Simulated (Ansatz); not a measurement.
`BN(C=C)[SiH2]C` at its PBE0-D4/def2-TZVP geometry, where that method's forces vanish. Total charge 0; spin multiplicity 1.

```
atom   x (Å)   y (Å)   z (Å)
  B1  -0.858   0.683  -1.965
  N2  -0.154   0.545  -0.755
  C3  -0.179   1.588   0.185
  C4   0.448   1.618   1.357
 Si5   0.715  -0.955  -0.390
  C6  -0.159  -1.936   0.931
  H7  -0.840  -0.209  -2.759
  H8  -1.466   1.695  -2.170
  H9  -0.786   2.432  -0.129
 H10   0.350   2.487   1.992
 H11   1.076   0.811   1.716
 H12   2.094  -0.608   0.045
 H13   0.779  -1.715  -1.659
 H14  -1.151  -2.238   0.586
 H15   0.409  -2.840   1.165
 H16  -0.278  -1.360   1.850
```

Question: For each bond, give half the difference of the two atoms' forces along it (eV/Å; positive pushes the atoms apart) under PBE-D4, r2SCAN-D4, B3LYP-D4, ωB97M-V in def2-TZVPP. (Estimate.)

Answer: Ansatz gave: 
```tsv
bond	length (Å)	PBE-D4	r2SCAN-D4	B3LYP-D4	ωB97M-V
B1–N2	1.407	0.11	0.12	0.05	0.02
B1–H7	1.195	-0.02	-0.09	-0.12	-0.10
B1–H8	1.198	0.01	-0.07	-0.12	-0.12
N2–C3	1.404	-0.05	0.09	0.19	0.40
N2–Si5	1.773	0.15	0.02	0.06	-0.04
C3–C4	1.329	0.33	0.17	0.08	-0.12
C3–H9	1.086	0.02	-0.09	-0.16	-0.15
C4–H10	1.081	0.01	-0.07	-0.09	-0.04
C4–H11	1.083	0.01	-0.08	-0.09	-0.03
Si5–C6	1.863	-0.04	-0.01	0.11	0.05
Si5–H12	1.487	0.04	-0.04	-0.12	-0.14
C6–H14	1.092	0.11	-0.01	-0.04	-0.04
C6–H15	1.093	0.11	-0.01	-0.04	-0.04
C6–H16	1.091	0.11	-0.01	-0.05	-0.04
```

B3LYP here is the variant with VWN-RPA as its local correlation; programs differ in this.
